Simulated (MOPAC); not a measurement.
Job for MOPAC: PM3 on CH4OSn (SMILES C[O][SnH]), a point of a bond scan (R = 1.984 Å).

```
PM3 1SCF PRECISE CHARGE=0 THREADS=1
CH4OSn

Sn    -0.25585110 1    -0.35397741 1     0.47967984 1
H     -1.39933720 1    -0.81907615 1    -1.07321351 1
O      0.88269222 1     0.89219764 1    -0.56591150 1
C      0.78581823 1     1.22657121 1    -1.93455092 1
H      0.62947298 1     2.30497022 1    -2.04038106 1
H      1.72035497 1     0.96983708 1    -2.44378264 1
H     -0.03833601 1     0.70384925 1    -2.43318955 1
```

The log:

```
*******************************************************************************
 **                                                                           **
 **                              MOPAC v23.2.5                                **
 **                                                                           **
 *******************************************************************************
 ** MOPAC's Digital Object Identifier: https://doi.org/10.5281/zenodo.6511958 **
 **                                                                           **
 ** Please cite the open-source release paper for use of this MOPAC version:  **
 ** J. E. Moussa and J. J. P. Stewart (2026)                                  **
 ** MOPAC: An open-source semiempirical molecular orbital program             **
 ** J. Open Source Softw., 11(119), 8025, https://doi.org/10.21105/joss.08025 **
 *******************************************************************************

                              PM3 CALCULATION RESULTS

 *******************************************************************************
 *  PM3        - The PM3 Hamiltonian to be used
 *
 *
 *
 *                 CHARGE ON SYSTEM = 0
 *
 *
 *
 *  PRECISE    - TIGHTER CRITERIA TO BE USED
 *  1SCF       - DO 1 SCF AND THEN STOP
 *  THREADS=1  - MULTI-THREADING NOT USED
 *  T=         - A TIME OF 172800.0 SECONDS REQUESTED
 *  DUMP=N     - RESTART FILE WRITTEN EVERY 7200.0 SECONDS REQUESTED
 *******************************************************************************
PM3 1SCF PRECISE CHARGE=0 THREADS=1
 CH4OSn

   ATOM   CHEMICAL          X               Y               Z
  NUMBER   SYMBOL      (ANGSTROMS)     (ANGSTROMS)     (ANGSTROMS)

     1      Sn         -0.25585110  *  -0.35397741  *   0.47967984  *
     2       H         -1.39933720  *  -0.81907615  *  -1.07321351  *
     3       O          0.88269222  *   0.89219764  *  -0.56591150  *
     4       C          0.78581823  *   1.22657121  *  -1.93455092  *
     5       H          0.62947298  *   2.30497022  *  -2.04038106  *
     6       H          1.72035497  *   0.96983708  *  -2.44378264  *
     7       H         -0.03833601  *   0.70384925  *  -2.43318955  *



          CARTESIAN COORDINATES

    NO.       ATOM           X           Y           Z

     1        Sn         -0.2559     -0.3540      0.4797
     2         H         -1.3993     -0.8191     -1.0732
     3         O          0.8827      0.8922     -0.5659
     4         C          0.7858      1.2266     -1.9346
     5         H          0.6295      2.3050     -2.0404
     6         H          1.7204      0.9698     -2.4438
     7         H         -0.0383      0.7038     -2.4332

  H: (PM3): J. J. P. STEWART, J. COMP. CHEM. 10, 209 (1989).
  C: (PM3): J. J. P. STEWART, J. COMP. CHEM. 10, 209 (1989).
  O: (PM3): J. J. P. STEWART, J. COMP. CHEM. 10, 209 (1989).
 Sn: (PM3): J. J. P. STEWART, J. COMP. CHEM. 12, 320-341 (1991).

           Empirical Formula: C H4 O Sn  =     7 atoms



      MOLECULAR POINT GROUP   :   Cs


      RHF CALCULATION, NO. OF DOUBLY OCCUPIED LEVELS = 9


 -------------------------------------------------------------------------------
 PM3 1SCF PRECISE CHARGE=0 THREADS=1
 CH4OSn



     1SCF WAS SPECIFIED, SO BFGS WAS NOT USED
     SCF FIELD WAS ACHIEVED


                              PM3 CALCULATION
                                                       MOPAC v23.2.5 Linux




          FINAL HEAT OF FORMATION =         -5.97141 KCAL/MOL =     -24.98439 KJ/MOL


          COSMO AREA              =        114.77 SQUARE ANGSTROMS
          COSMO VOLUME            =        103.61 CUBIC ANGSTROMS

          IONIZATION POTENTIAL    =          9.190973 EV
          HOMO LUMO ENERGIES (EV) =         -9.191 -1.511
          NO. OF FILLED LEVELS    =          9
          MOLECULAR WEIGHT        =        150.7320         POINT GROUP:  Cs

          MOLECULAR DIMENSIONS (Angstroms)

            Atom       Atom       Distance
            H     5    H     2     3.84853
           Sn     1    H     7     2.59668
            H     2    H     6     1.70230


          SCF CALCULATIONS        =          1





   ATOM   CHEMICAL          X               Y               Z
  NUMBER   SYMBOL      (ANGSTROMS)     (ANGSTROMS)     (ANGSTROMS)

     1      Sn         -0.25585110  *  -0.35397741  *   0.47967984  *
     2       H         -1.39933720  *  -0.81907615  *  -1.07321351  *
     3       O          0.88269222  *   0.89219764  *  -0.56591150  *
     4       C          0.78581823  *   1.22657121  *  -1.93455092  *
     5       H          0.62947298  *   2.30497022  *  -2.04038106  *
     6       H          1.72035497  *   0.96983708  *  -2.44378264  *
     7       H         -0.03833601  *   0.70384925  *  -2.43318955  *

                             CARTESIAN COORDINATES

   1   Sn       -0.255851100    -0.353977410     0.479679840
   2    H       -1.399337200    -0.819076150    -1.073213510
   3    O        0.882692220     0.892197640    -0.565911500
   4    C        0.785818230     1.226571210    -1.934550920
   5    H        0.629472980     2.304970220    -2.040381060
   6    H        1.720354970     0.969837080    -2.443782640
   7    H       -0.038336010     0.703849250    -2.433189550


           Empirical Formula: C H4 O Sn  =     7 atoms



      MOLECULAR POINT GROUP   :   Cs


                  EIGENVALUES
 -36.31910 -26.15319 -16.60289 -15.40488 -15.05504 -12.44989 -10.77437 -10.69062
  -9.19097  -1.51086   0.44241   1.08039   4.02032   4.64055   4.64274   5.45090


              NET ATOMIC CHARGES AND DIPOLE CONTRIBUTIONS

  ATOM NO.   TYPE          CHARGE      No. of ELECS.   s-Pop       p-Pop
    1         Sn           0.708436        3.2916     1.80368     1.48789
    2          H          -0.295358        1.2954     1.29536
    3          O          -0.566177        6.5662     1.82090     4.74528
    4          C           0.120277        3.8797     1.12349     2.75623
    5          H           0.014041        0.9860     0.98596
    6          H           0.014041        0.9860     0.98596
    7          H           0.004741        0.9953     0.99526
 DIPOLE           X         Y         Z       TOTAL
 POINT-CHG.    -0.674    -1.523     3.218     3.624
 HYBRID         0.084     1.016    -3.134     3.296
 SUM           -0.590    -0.508     0.084     0.783


          ATOMIC ORBITAL ELECTRON POPULATIONS

     Atom    s        px        py        pz
    1 Sn   1.80368   0.39413   0.29913   0.79463
    2  H   1.29536
    3  O   1.82090   1.76426   1.72836   1.25266
    4  C   1.12349   0.97086   0.96725   0.81813
    5  H   0.98596
    6  H   0.98596
    7  H   0.99526

 **********************
 *                    *
 * JOB ENDED NORMALLY *
 *                    *
 **********************




 == MOPAC DONE ==
```

The run finished.

Cost: very roughly 0.020 core-seconds.
